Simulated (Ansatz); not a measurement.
Calculated with Ansatz (gas phase, PBE0-D4/def2-TZVP geometries, no zero-point term in ΔE). CCSD(T)/CBS adds triple-zeta CCSD(T) − MP2 to the extrapolated MP2 energy (def2 sets, frozen cores). DFT in def2-TZVPP. B3LYP here is the variant with VWN-RPA as its local correlation; programs differ in this. For Se outer-core shells are correlated without core-valence functions, which leaves a few kJ/mol of doubt a bond. Scalar relativity is left out up to krypton. Each species was taken in one conformer, which may not be the lowest.

`CBCOC` + `C=[Se]` → `CBC=[Se]` + dimethyl ether  (formal exchange of groups at a B–C bond)

```tsv
level	ΔE (kJ/mol)	difference from CCSD(T)/CBS
PBE-D4	-34.9	-11.6
r2SCAN-D4	-32.7	-9.4
PBE0-D4	-28.4	-5.1
B3LYP-D4	-25.8	-2.5
ωB97X-V	-16.7	6.6
ωB97M-V	-18.7	4.6
B2PLYP	-24.9	-1.6
PBE	-33.8	-10.5
r2SCAN	-32.9	-9.6
PBE0	-27.6	-4.3
B3LYP	-23.7	-0.4
HF/def2-TZVPP	-10.3	13.0
MP2/def2-TZVPP	-27.1	-3.8
SCS-MP2/def2-TZVPP	-22.0	1.3
CCSD/def2-TZVPP	-18.3	5.0
CCSD(T)/def2-TZVPP	-22.6	0.7
HF/def2-QZVPP	-10.1	13.2
MP2/def2-QZVPP	-27.5	-4.2
SCS-MP2/def2-QZVPP	-22.2	1.1
HF/CBS(def2)	-10.1	13.2
MP2/CBS(def2)	-27.9	-4.6
CCSD/CBS(def2)	-19.0	4.3
CCSD(T)/CBS	-23.3	0
```

Largest T1 diagnostic among the species: 0.018.

In def2-TZVPP, CCSD(T) changes the Hartree–Fock value by −12.3 kJ/mol (the triples alone add −4.3 kJ/mol) and MP2 by −16.8 kJ/mol. From PBE to PBE0 (25 % exact exchange), in def2-TZVPP and without D4, ΔE moves by +6.2 kJ/mol.
